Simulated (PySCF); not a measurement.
Computed structure and properties of [Er(SH)2]+

System: [Er(SH)2]+ (singlet in the valence; each metal's 4f electrons, 11 of them, lie in its core potential, out of spins and levels); start: displaced along the imaginary mode (C2). Method: PySCF 2.14.0, RKS PBE0, Er lcecp-1-SVP with ECP57, S def2-SVP, H def2-SVP; non-relativistic Hamiltonian with scalar-relativistic core potentials where named; density fitting; no spin-orbit coupling.

Input of the relaxation:

```python
mol = gto.M(atom='''
Er    -0.00020     0.00000     0.00000
S     -0.00737     0.01101     2.51405
H      0.25000     1.27937     2.98341
S     -0.00737    -0.01101    -2.51405
H      0.25000    -1.27937    -2.98341''',
    basis={'Er': 'lcecp-1-SVP', 'S': 'def2-SVP', 'H': 'def2-SVP'},
    ecp={'Er': 'lcecp-1-SVP'},
    charge=1, spin=0)
mf = dft.RKS(mol, xc='PBE0')
mf.grids.atom_grid = (50, 194)  # f atoms: unpruned, at least (60, 302)
mf = mf.density_fit()  # fitting sets: Er AutoAux, S def2-universal-JKFIT, H def2-universal-JKFIT
mf.conv_tol = 1e-08; mf.max_cycle = 55
mf.kernel(dm0)  # dm0: converged density of the start geometry
# quasi-Newton relaxation in Cartesian coordinates to a largest gradient under 0.00045 Eh/bohr, steps kept in the point group
```

Run from Python with OMP_NUM_THREADS=2; the lines above give its settings. Where DIIS fails, smearing, a level shift and second-order steps follow.
It took 86 s on 2 threads of Arm Neoverse V1 (shared host), from the converged density of the start.

Course of the relaxation:

```tsv
step	energy above end (eV)	largest force component within the symmetry (eV/Å)
0	0.8497	0.554
1	0.8198	0.270
2	0.8056	0.624
3	0.7745	0.116
4	0.7502	0.448
5	0.7135	0.376
6	0.6717	0.601
7	0.5892	0.750
32	0.0020	0.073
33	0.0009	0.036
34	0.0005	0.071
35	0.0003	0.058
36	0.0001	0.025
37	0.0000	0.004
```
(The steps between are left out.)

Relaxed geometry (C2v):

```xyz
5

Er   -1.4914    0.0000    0.0000
S    -0.1164    0.3772    2.0020
H     1.1047    0.2686    1.4228
S    -0.1164   -0.3772   -2.0020
H     1.1047   -0.2686   -1.4228
```

| contact | Å |
| --- | --- |
| Er1–S2 (SH) | 2.458 |
| Er1–S4 (SH) | 2.458 |

On the finer grid (75, 302):

- HOMO: -12.28 eV
- LUMO: -7.66 eV
- Dipole about the centre of mass: 3.47 D
- Set of Mulliken populations of Er1 outside the core potential: s 2.37, p 6.23, d 1.27, f 0.02
- D3(BJ) dispersion energy (not in the energies): -0.115 eV

```
atom  Mulliken (e)  Löwdin (e)  spin (e)
 Er1          1.10        0.54      0.00
  S2         -0.22        0.17      0.00
  H3          0.17        0.06      0.00
  S4         -0.22        0.17      0.00
  H5          0.17        0.06      0.00
```

The 4f levels lie in the core potential and are missing. Their spin isn't counted.

A rough frequency check found all modes real, so this is a minimum.

Taking off one SH (charge -1, singlet; the rest: singlet) in vacuum, both parts rigid, costs 14.80 eV; the small basis without counterpoise inflates it. Most of it is the attraction of opposite charges; other ways to part are cheaper, and one spin state was tried for the rest.

Rigid scan of SH along the line from its metal:

```json
{"distance to S2 (Å)": "2.16", "energy (eV)": "0.860"}
{"distance to S2 (Å)": "2.26", "energy (eV)": "0.335"}
{"distance to S2 (Å)": "2.36", "energy (eV)": "0.074"}
{"distance to S2 (Å)": "2.46", "energy (eV)": "0.000"}
{"distance to S2 (Å)": "2.56", "energy (eV)": "0.058"}
{"distance to S2 (Å)": "2.66", "energy (eV)": "0.206"}
{"distance to S2 (Å)": "2.86", "energy (eV)": "0.663"}
{"distance to S2 (Å)": "3.16", "energy (eV)": "1.497"}
{"distance to S2 (Å)": "3.56", "energy (eV)": "2.557"}
{"distance to S2 (Å)": "4.06", "energy (eV)": "3.570"}
```

One start shape was tried, so this needn't be the lowest isomer.

An lcecp potential fixes the number of 4f electrons, so in runs with it no electron can move into or out of that shell.
